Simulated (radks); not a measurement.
Results of a calculation; reference values are marked as such.
Ho2+, configuration [Xe] 4f(5/2: 5, 7/2: 5) 6s1 (not the ground configuration).

Code: a radial shooting solver on a logarithmic mesh with Libxc functionals. Model: Dirac Kohn-Sham, relativistic LDA (MacDonald-Vosko exchange, VWN5 correlation), spin-unpolarised, spherical densities, finite nucleus; Fermi nuclear charge, rms radius 5.2022 fm.

Energy parts (eV):
total: -342759.18
kinetic: 375760.06
electron-nucleus: -844719.19
Hartree: 132738.10
exchange-correlation: -6538.15

Orbitals (lengths in bohr, moments of r in powers of bohr; <r^-3> diverges for s and p1/2):
orbital  occ.  eigenvalue (eV)       <r^4>  <r^-3>  small-component weight
1s1/2       2        -55081.41   9.405e-07       -                6.23e-02
2s1/2       2        -9240.823   0.0001461       -                1.39e-02
2p1/2       2        -8806.771  0.00008941       -                1.40e-02
2p3/2       4        -7959.910   0.0001206   11490                1.28e-02
3s1/2       2        -2083.626    0.005571       -                4.46e-03
3p1/2       2        -1891.711    0.005001       -                4.40e-03
3p3/2       4        -1714.731    0.006250    2489                4.09e-03
3d3/2       4        -1382.680    0.004411   423.8                3.98e-03
3d5/2       6        -1343.801    0.004726   372.3                3.89e-03
4s1/2       2        -430.2990      0.1358       -                1.44e-03
4p1/2       2        -353.7936      0.1523       -                1.36e-03
4p3/2       4        -313.7727      0.1910   563.1                1.24e-03
4d3/2       4        -186.9993      0.2649   82.06                1.07e-03
4d5/2       6        -179.6810      0.2852   70.87                1.04e-03
5s1/2       2         -71.1347       4.674       -                3.05e-04
5p1/2       2         -49.7614       7.639       -                2.45e-04
5p3/2       4         -44.2992       10.02   75.69                2.15e-04
4f5/2       5         -27.1909       1.738   10.70                6.40e-04
4f7/2       5         -26.1408       1.887   10.26                6.26e-04
6s1/2       1         -17.0735       184.2       -                5.30e-05

The highest occupied level is 6s1/2 at -17.074 eV. The density falls to 0.001 e/bohr^3 at r = 4.15 bohr. The electron density at the nucleus is 7.945e+05 e/bohr^3. Summed over all electrons, <r^2> = 45.46 bohr^2, which gives a Langevin (diamagnetic) susceptibility term of -36 x 10^-6 cm^3/mol.
